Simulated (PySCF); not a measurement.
Constitutional and geometric isomers with formula CH4OSi. Gas-phase values, no solvent. One relaxed conformer stands for each flexible species; it need not be the lowest. Strings in code marks are SMILES.

The numbers are results of B3LYP-D3(BJ)/def2-TZVP run with PySCF 2.14.0, not measurements. B3LYP has the VWN-RPA correlation part, as in Gaussian. Excitations are Tamm–Dancoff values on a coarser integration grid. The basis has no diffuse functions, so Rydberg states are missing or too high.

```
species                                 HOMO (eV)  T1 excitation (TDA) (eV)  S1–T1 gap (TDA) (eV)  dipole moment (D)
-------------------------------------  ----------  ------------------------  --------------------  -----------------
`C1O[SiH2]1`                           (withheld)                      4.88                  1.05               1.89
`C=[SiH]O` (C–Si–O–H torsion 0°)            -5.98                (withheld)            (withheld)                  –
`C[SiH]=O`                                  -7.63                      4.02                  0.35               4.39
`C(=[SiH2])O` (H–O–C–Si torsion 164°)       -5.49                      2.13                  2.40                  –
```

Question: Complete the blanks.

Answer: 
- `C1O[SiH2]1`, HOMO (eV): -7.49
- `C=[SiH]O` (C–Si–O–H torsion 0°), T1 excitation (TDA) (eV): 3.29
- `C=[SiH]O` (C–Si–O–H torsion 0°), S1–T1 gap (TDA) (eV): 1.48
